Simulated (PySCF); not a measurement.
A species of formula C5H4F3N3 has this rotational fingerprint, computed with PBE0/pcSseg-1 in PySCF (dipole) on a GFN2-xTB geometry, gas phase:

- Rotational constants: A = 1956, B = 941.8, C = 718.0 MHz
- Dipole components: |μa| = 2.88 D, |μb| = 0.91 D, |μc| = 0.00 D
- Inertial defect: -91.16 u·Å²
- κ: -0.64

Question: Which structure is it? (One computed conformer of each.)
A. `c1(C)nnncc1C(F)(F)F`
B. `Cc1cnc(C(F)(F)F)nn1`
C. `[CH2:1]=[CH:2][n:3]1[n:4][cH:5][c:6]([C:7]([F:8])([F:9])[F:10])[n:11]1` with C1–C2–N3–N4 180°
D. `Cc1nncc(C(F)(F)F)n1`

Answer: A. It is Cc1nnncc1C(F)(F)F, an asymmetric top, point group Cs. The candidates at the same level (rigid rotor, commonest isotopes):

| SMILES | A (MHz) | B (MHz) | C (MHz) | μa (D) | μb (D) | μc (D) | Δ (u·Å²) | point group | rotor |
| --- | --- | --- | --- | --- | --- | --- | --- | --- | --- |
| Cc1cnc(C(F)(F)F)nn1 | 2959 | 674.2 | 609.4 | 4.64 | 2.32 | 0.07 | -91.13 | C1 | near-prolate asymmetric top |
| C=Cn1ncc(C(F)(F)F)n1 | 2485 | 685.3 | 592.5 | 2.54 | 0.65 | 0.00 | -87.84 | Cs | near-prolate asymmetric top |
| Cc1nncc(C(F)(F)F)n1 | 2201 | 778.9 | 641.9 | 0.45 | 0.75 | 0.17 | -91.15 | C1 | asymmetric top |
| Cc1nnncc1C(F)(F)F | 1956 | 941.8 | 718.0 | 2.88 | 0.91 | 0.00 | -91.16 | Cs | asymmetric top |

`C=Cn1ncc(C(F)(F)F)n1` has B 27 % too low; `Cc1cnc(C(F)(F)F)nn1` has A 51 % too high; `Cc1nncc(C(F)(F)F)n1` has B 17 % too low. In the right answer the mirror of this Cs structure is the ab plane, so μc vanishes by symmetry. No structure here is proved a minimum.
